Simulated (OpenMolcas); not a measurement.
## Lines of Fe4+: computed and rescaled rates

| Property | Result |
| --- | --- |
| Program | OpenMolcas |
| Method | MS-RASPT2, IPEA 0.25 Eh, imaginary shift 0.1 Eh (closed shells correlated: 3s) |
| Basis | ANO-RCC-VTZP [6s5p3d2f1g] |
| Scalar Hamiltonian | DKH2, point nucleus |
| Active space | 10 electrons in 8 orbitals (RAS1 3p, at most 2 holes; RAS2 3d) |
| State averaging | 2S+1 = 5 even, 5 roots; 2S+1 = 3 even, 45 roots; 2S+1 = 1 even, 44 roots |
| Spin-orbit coupling | state interaction with AMFI integrals over the reference wave functions, term energies averaged over their components |

Rates come from the transition moments of the reference wave functions (E1 and E2 in the length form). At fixed line strength A goes as λ^-3 for E1 and M1 and as λ^-5 for E2, so a rate at the computed wavelength can be rescaled to the measured one. Measured vacuum wavelengths follow from level energies in Corliss and Sugar, J. Phys. Chem. Ref. Data 11, 135 (1982). Branching counts decays inside the model space alone, at computed energies, and the table is only a selection of the E2 and M1 lines, drawn from those between levels with measured partners whose computed energy lies within a factor of 1.5 of the measured one.

```tsv
Upper	Lower	Type	λ computed (nm)	λ measured (nm)	A computed (s-1)	A rescaled (s-1)	Branching %
3d⁴ ¹G₄(2)	3d⁴ ¹I₆	E2	286	296.1	3.57e+00	3.00e+00	61.7
3d⁴ ³F₂(2)	3d⁴ ³H₄	E2	257.7	267.5	2.99e+00	2.48e+00	37.1
3d⁴ ³F₄(2)	3d⁴ ³H₆	E2	263.3	272.4	2.81e+00	2.37e+00	37.4
3d⁴ ³F₃(2)	3d⁴ ³H₅	E2	259.8	269.3	2.64e+00	2.21e+00	35.2
3d⁴ ¹S₀	3d⁴ ³P₁(1)	M1	618.4	682.1	2.01e+00		100.0
3d⁴ ³P₀(1)	3d⁴ ⁵D₁	M1	404.7	418.2	1.74e+00		100.0
3d⁴ ³P₀(2)	3d⁴ ³P₂(1)	E2	262.1	270.6	1.52e+00	1.30e+00	36.1
3d⁴ ³P₁(1)	3d⁴ ⁵D₂	M1	394.5	407.2	1.34e+00		88.6
3d⁴ ³F₄(1)	3d⁴ ⁵D₄	M1	377.6	389.2	9.76e-01		81.7
3d⁴ ³P₂(1)	3d⁴ ⁵D₃	M1	377.3	389.6	8.99e-01		89.8
3d⁴ ³F₃(1)	3d⁴ ⁵D₃	M1	372.2	384	5.69e-01		65.3
3d⁴ ¹D₂	3d⁴ ³F₃(1)	M1	493.9	514.2	5.44e-01		37.4
3d⁴ ³D₃	3d⁴ ⁵D₄	M1	271.8	282.9	4.80e-01		59.0
3d⁴ ³D₂	3d⁴ ⁵D₁	M1	261.8	273.1	2.48e-01		36.7
3d⁴ ³F₂(1)	3d⁴ ⁵D₂	M1	367.5	379.6	2.46e-01		56.1
3d⁴ ¹I₆	3d⁴ ³H₆	M1	822.7	834.5	1.79e-01		56.3
3d⁴ ¹I₆	3d⁴ ³H₅	M1	798.2	813.9	1.38e-01		43.6
3d⁴ ³G₅	3d⁴ ³H₅	M1	1737	1922	5.82e-02		35.3
3d⁴ ⁵D₄	3d⁴ ⁵D₃	M1	18260	20850	4.45e-03	2.99e-03	100.0
3d⁴ ³H₄	3d⁴ ⁵D₄	M1	416.7	422.8	3.99e-03		83.7
3d⁴ ⁵D₃	3d⁴ ⁵D₂	M1	22980	25920	3.82e-03	2.66e-03	100.0
3d⁴ ⁵D₂	3d⁴ ⁵D₁	M1	32800	36340	1.61e-03	1.18e-03	100.0
3d⁴ ³H₆	3d⁴ ³H₅	M1	26800	33050	1.15e-03	6.13e-04	98.8
3d⁴ ³H₅	3d⁴ ³H₄	M1	29230	34080	1.05e-03	6.62e-04	98.6
3d⁴ ⁵D₁	3d⁴ ⁵D₀	M1	63320	70370	2.13e-04	1.55e-04	100.0
```

Spin-changing lines and M1 lines between different terms are not rescaled, since their strength hangs on the term gaps too.

The largest correction is for 3d⁴ ³H₆ → 3d⁴ ³H₅ (M1): 1.15e-03 × (26800 / 33050)^3 = 6.13e-04 s-1, a factor of 0.53.

The computed order of these levels differs from the measured one in 2 places, and where term gaps are wrong the rates of spin-changing lines can be off by large factors.

These are rates of the free ion; in crystals, glasses and complexes forced electric-dipole and non-radiative decay shorten such lifetimes by orders of magnitude. No measured rate stands beside these. Rescaling mends the energy factor alone: line strengths can still be far off where a level mixes with configurations outside the active space, and weak or spin-changing lines hang on small mixing coefficients that depend on the term gaps too, so rescaling need not improve them.

CASPT2 breaks the degeneracy within a term, and the mean is taken; among the terms shown or strongly mixed into the levels shown the widest spread is 1200 cm-1 (3d⁴ ¹I). Active for correlation alone: 3p; no level in the range computed is led by a configuration that opens it, so any true level of that kind is missing. The CASPT2 spread within a term exceeds the gap to the next term for 3d⁴ ¹I and 3d⁴ ³D, so the order of their levels is uncertain. Computed and measured levels are paired by configuration, term and J; levels that our copy of the source lacks, or whose pairing is in doubt (as where it misses far off the trend of its configuration), stay unpaired. Levels of configurations outside the active space are missing.

A number in round brackets counts repeated terms of one configuration in the order of the reference energies.
